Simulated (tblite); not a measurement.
Run record: tight-binding relaxation, `C[C@H]1CBC[CH2][GeH2][CH2]1`.

Computed with GFN2-xTB geometry optimisation, gas phase (tblite 0.8.0). Start geometry: from a force field or distance geometry. The command runs a driver script over a list of jobs; the input below is this job's line of settings and its coordinates in Å.

Command:
```bash
OMP_NUM_THREADS=1 python probes_run.py task.json out
```

Input:
```
{"job": {"kind": "relax", "xc": "GFN2-xTB", "basis": "xTB"}, "charge": 0, "multiplicity": 1}
C     -2.779700     0.185300     0.184400
C     -1.262000     0.175500     0.299100
C     -0.694900    -1.206200    -0.153700
B      0.593800    -1.668100     0.648400
C      2.064100    -1.069500     0.469700
C      2.179100    -0.009000    -0.635600
Ge     1.222900     1.620500    -0.160900
C     -0.668000     1.347300    -0.501900
H     -3.190000     1.159400     0.532300
H     -3.101400     0.022300    -0.865300
H     -3.237900    -0.609000     0.818000
H     -1.026700     0.330500     1.387400
H     -1.469500    -1.992600     0.028900
H     -0.488000    -1.207600    -1.249900
H      0.472100    -2.569800     1.412100
H      2.403500    -0.643400     1.443100
H      2.742500    -1.907400     0.210000
H      1.808700    -0.402800    -1.603600
H      3.254500     0.259400    -0.753600
H      1.735200     2.790600    -1.028600
H      1.442400     1.952000     1.345200
H     -0.820200     1.173700    -1.592900
H     -1.185100     2.295800    -0.222500
```

Output:
```
step      E/eV     max force
  0    -642.74430    0.945
  1    -642.84878    0.556
  2    -642.90291    0.388
  3    -642.92337    0.314
  4    -642.93825    0.190
  5    -642.94498    0.176
  6    -642.95298    0.246
  7    -642.95941    0.232
  8    -642.96442    0.148
  9    -642.96703    0.093
... (61 lines left out)
 71    -643.00565    0.014
 72    -643.00569    0.016
 73    -643.00573    0.016
 74    -643.00577    0.015
 75    -643.00581    0.014
 76    -643.00584    0.013
 77    -643.00588    0.013
 78    -643.00590    0.012
 79    -643.00592    0.011
 80    -643.00594    0.010
```

«max force» is the largest atomic force in eV/Å.

Q: From which step on does the largest force stay under 0.1 eV/Å, and how much energy is left to gain from there?

A: From step 34 (0.075 eV/Å), 8.1 meV above the end.

Main results: energy lowered by 6.0 kcal/mol over 80 steps; largest atomic force 0.010 eV/Å at the end.

Q: Where do the atoms end?

A: 0.166 Å rms from the input after alignment:
```
atom  x, y, z in Å
C1    -2.8111    0.1160    0.1634
C2    -1.2919    0.1479    0.3303
C3    -0.6554   -1.1625   -0.1999
B4     0.5648   -1.5713    0.7111
C5     2.0461   -1.1177    0.4396
C6     2.2562   -0.0557   -0.6412
Ge7    1.2421    1.5908   -0.2192
C8    -0.7186    1.3631   -0.3943
H9    -3.2548    1.0430    0.5232
H10   -3.0762   -0.0057   -0.8854
H11   -3.2434   -0.7088    0.7264
H12   -1.0735    0.2432    1.4012
H13   -1.4213   -1.9405   -0.1820
H14   -0.3910   -1.0074   -1.2481
H15    0.3626   -2.2264    1.6657
H16    2.4790   -0.7496    1.3766
H17    2.6367   -2.0095    0.1948
H18    1.9387   -0.4372   -1.6130
H19    3.3187    0.1840   -0.7303
H20    1.6755    2.7347   -1.1111
H21    1.5809    2.0372    1.1834
H22   -0.9631    1.2913   -1.4573
H23   -1.2056    2.2682   -0.0237
```

Hardware: one thread of an Arm Neoverse V1, on a shared host. Cost: 0.68 s wall.
Labels such as C1 count atoms from 1, the log's own numbers from 0.
